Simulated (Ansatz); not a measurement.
Species: SiN, net charge 0, doublet state. 
Geometry from a B3LYP-D3(BJ)/def2-TZVP (Ansatz, a quantum-chemistry and plane-wave program) optimisation:
SMILES: N#[Si]
```xyz
2

Si     0.0000     0.0000    -0.5225
N      0.0000     0.0000     1.0450
```
Charge 0, spin multiplicity 2.

Quantity: atomisation energy (electronic, to ground-state atoms), in kcal/mol. Valence correlation only, unless marked. Open shells are spin-unrestricted. No spin-orbit coupling. Non-relativistic. The coupled-cluster limit lacks core correlation, which all-electron functionals hold. Basis-set limits of correlation are two-point, X^-3; Hartree-Fock from the larger set.

The UHF reference is spin-contaminated (<S^2> 0.42 over the pure value in the largest basis). The T1 diagnostic of CCSD in the largest basis is 0.079, which is high, so the coupled-cluster rows are less sure than usual.

```tsv
level	program	atomisation energy (kcal/mol)
r2SCAN-D4/def2-TZVPD	Ansatz + dftd4	105.9
B97M-V/def2-TZVPD	Ansatz	107.7
PBE0/STO-3G	Ansatz	115.0
PBE0/def2-QZVPP	Ansatz	[?]
r2SCAN0-D4/def2-TZVPD	Ansatz + dftd4	94.1
r2SCAN0/def2-TZVPD	Ansatz	93.9
HSE06-D3(BJ)/def2-TZVPD	Ansatz + dftd3	[?]
B2GP-PLYP/def2-TZVPD	Ansatz	98.7
SCS-MP2/6-31G*	Ansatz	72.8
SCS-MP2/def2-SVP	Ansatz	73.7
SCS-MP2/cc-pwCVTZ	Ansatz	87.4
CCSD/cc-pV(D+d)Z	Ansatz	[?]
CCSDT/cc-pV(D+d)Z	Ansatz	85.0
CCSD(T)/CBS(def2-TZVPPD,def2-QZVPPD)	Ansatz	[?]
```

What belongs in the gaps?


- PBE0/def2-QZVPP, atomisation energy (kcal/mol): 103.6
- HSE06-D3(BJ)/def2-TZVPD, atomisation energy (kcal/mol): 103.8
- CCSD/cc-pV(D+d)Z, atomisation energy (kcal/mol): 76.7
- CCSD(T)/CBS(def2-TZVPPD,def2-QZVPPD), atomisation energy (kcal/mol): 105.4
